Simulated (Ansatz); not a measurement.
**Isomers**

Structures of BSi$_{2}$H$_{4}$F, closed shell, relaxed at PBE0-D4/def2-TZVP (vibrations not checked; lower isomers may exist, and structures with a doubtful reference or unclear bonds are left out). Program: Ansatz 0.2.0. Basis: def2-TZVPP. Cores are frozen in the correlated methods. B3LYP uses VWN-RPA correlation.

**Question.** Rank them by CCSD(T) energy, lowest first, and give each one's height above the lowest. Links in brackets join atoms within 1.22 times the sum of their covalent radii (1.1 for two metals). (An estimate is asked for; the value comes from the calculation.)
A.
BSi₂H₄F ([F]1[BH2]2[SiH2][Si]12)
```
8
angstrom
B 0.3177 0.9414 0.1029
Si 1.7729 -0.6634 0.0785
Si -0.4296 -1.1172 0.1263
F 1.2358 0.6701 -1.1365
H 0.8327 1.7272 0.8386
H -0.7825 1.2431 -0.2773
H -1.4792 -1.0967 -0.9213
H -0.9669 -1.5772 1.4347
```
B.
BSi₂H₄F ([F][BH][SiH][SiH2])
```
8
angstrom
B 0.0603 -1.6460 0.6550
Si -0.6835 -0.1053 -0.3607
Si 0.3839 1.7569 -0.4352
F 1.2177 -1.5137 1.2849
H 1.6784 1.9357 0.2588
H -0.0678 2.9675 -1.1587
H -1.9734 -0.2017 -1.0834
H -0.4908 -2.7100 0.7307
```
C.
BSi₂H₄F ([BH2][Si]([F])[SiH2])
```
8
angstrom
B 0.2608 -1.6966 -0.1661
Si 0.5380 0.0432 0.6106
F 1.5500 0.3345 1.8168
Si -0.5943 1.6903 -0.2053
H -1.5181 1.3762 -1.3159
H -0.5647 3.1124 0.2019
H -0.5384 -1.6972 -1.0558
H 0.8048 -2.7028 0.1685
```

**Answer.** The calculation gives: B (0.00 kcal/mol), C (6.06 kcal/mol), A (20.79 kcal/mol). Heights count from the lowest.

**Question.** Do PBE-D4, r2SCAN-D4, PBE0-D4, B3LYP-D4, wB97M-V, HF, MP2 give the same order? (A judgement: the text doesn't fix the answer.)

**Answer.** By the calculation: All do.

The T1 diagnostic stays at or below 0.020. The restricted Hartree–Fock reference is unstable towards an unrestricted one at one or more of these structures.

For scale, one of the runs: CCSD(T)/def2-TZVPP, 202 basis functions, launched by `ansatz run in.yaml --threads 2 --pin off --events-out ev --progress --plain --max-ram 4352MiB`. The run took 59 s on 2 CPU threads of an Arm Neoverse V2 (shared host), with 2.4 GiB of host memory at its peak.
